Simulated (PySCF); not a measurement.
# Correlation energy of Zn²⁺ (zinc, charge +2)

[Ar] 3d10, closed-shell 1S. Computed with PySCF 2.14 in x2c-SVPall (5s3p3d1f, 36 functions), with the spin-free X2C one-electron Hamiltonian (Gaussian nucleus). Frozen: [Ar]; 10 electrons correlated.

Total MP2 correlation energy: -249.93 mhartree.

Same-spin part -95.84 and opposite-spin part -154.10 mhartree; SCS-MP2 scales them by 1/3 and 6/5 to -216.86 mhartree.

| level | correlation energy (mhartree) |
| --- | --- |
| CCSD | -230.50 |
| (T) | -5.62 |
| CCSD(T) | -236.12 |

Diagnostics: T1 = 0.0085, D1 = 0.0120, largest double amplitude 0.023.

**Question.** Is a single reference adequate?

**Answer.** Yes: T1 lies below 0.03 and no double amplitude reaches 0.07.
